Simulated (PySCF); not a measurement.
C₄H₁₁OPSi.
Structure used (GFN2-xTB), in Å, numbered top down from 1:
```xyz
18
C4H11OPSi angstrom
O     -1.7201   -1.4234   -1.0053
P     -1.2518   -0.9393    0.2952
C      0.4574   -1.4394    0.7104
C      1.3700   -0.9286   -0.3982
Si     1.3122    0.9687   -0.4969
C     -0.5083    1.5002   -0.6267
C     -1.3337    0.8769    0.4929
H     -2.0019   -1.4182    1.3782
H      0.4718   -2.5332    0.7637
H      0.7421   -1.0428    1.6858
H      1.0186   -1.3492   -1.3429
H      2.3872   -1.2936   -0.2472
H      2.0560    1.4328   -1.6684
H      1.8769    1.5236    0.7449
H     -0.6131    2.5864   -0.6128
H     -0.9174    1.1529   -1.5780
H     -0.9669    1.1684    1.4780
H     -2.3878    1.1641    0.4157
```

Computed, not measured: PySCF, TDDFT CAM-B3LYP/def2-SVPD, vertical, gas phase, core orbitals frozen in the response.

Transition dipole moments from the ground state, in atomic units and in the frame of the coordinates above (overall signs are arbitrary), for the states with f of 0.002 or more among the lowest 7:

```json
{"state": "S1", "E (eV)": "7.171", "μx": "0.148", "μy": "-0.192", "μz": "0.018"}
{"state": "S2", "E (eV)": "7.404", "μx": "0.093", "μy": "0.087", "μz": "0.162"}
{"state": "S3", "E (eV)": "7.604", "μx": "-0.070", "μy": "0.090", "μz": "-0.008"}
{"state": "S4", "E (eV)": "7.902", "μx": "0.277", "μy": "0.165", "μz": "-0.529"}
{"state": "S5", "E (eV)": "7.937", "μx": "0.146", "μy": "-0.188", "μz": "0.017"}
{"state": "S6", "E (eV)": "7.961", "μx": "-0.043", "μy": "-0.042", "μz": "-0.098"}
{"state": "S7", "E (eV)": "8.116", "μx": "0.024", "μy": "0.002", "μz": "-0.154"}
```

(1) What oscillator strength does each state have?

(2) What is the point group, and which symmetry does each of these states have?

(3) Which bond between heavy atoms lies closest to the direction of the S4 transition dipole?

(4) What angle do the transition dipoles of S1 and S4 make?

(5) How is the summed strength of these states shared among x, y and z?

(6) What peak molar absorption coefficient would the strongest computed level give as a lone Gaussian band 0.4 eV wide at half height?

## Answers

(1) f = (2/3) ΔE |μ|² with ΔE in hartree (27.2114 eV).

```
state  |μ|² (au)  |μ| (D)      f
   S1      0.059     0.62  0.010
   S2      0.042     0.52  0.008
   S3      0.013     0.29  0.002
   S4      0.385     1.58  0.074
   S5      0.057     0.61  0.011
   S6      0.013     0.29  0.003
   S7      0.024     0.40  0.005
```

(2) Cs. The ground state is totally symmetric, so the direction of μ fixes the label. Polarised normal to the mirror plane, so A″: S1, S3 and S5. Polarised in the mirror plane, so A′: S2, S4, S6 and S7.

(3) C6–C7 and C3–C4, at 12° from it; next O1–P2 at 58°.

(4) |cos θ| = |μa·μb| / (|μa| |μb|) = 0.00, so θ ≈ 90° (taken between 0 and 90°, since the signs are arbitrary).

(5) (2/3) Σ ΔE μα² gives 0.026 for x, 0.022 for y and 0.066 for z, 0.113 in all.

(6) ε(max) = 2.175×10⁸ f / FWHM, with the width in cm⁻¹. S4: 2.175×10⁸ × 0.0745 / 3226 ≈ 5000 L mol⁻¹ cm⁻¹.

On Arm Neoverse V1, one thread, shared host, this took 65 s of wall time and 1.1 GiB of memory at its peak.

One conformer stands for the species.
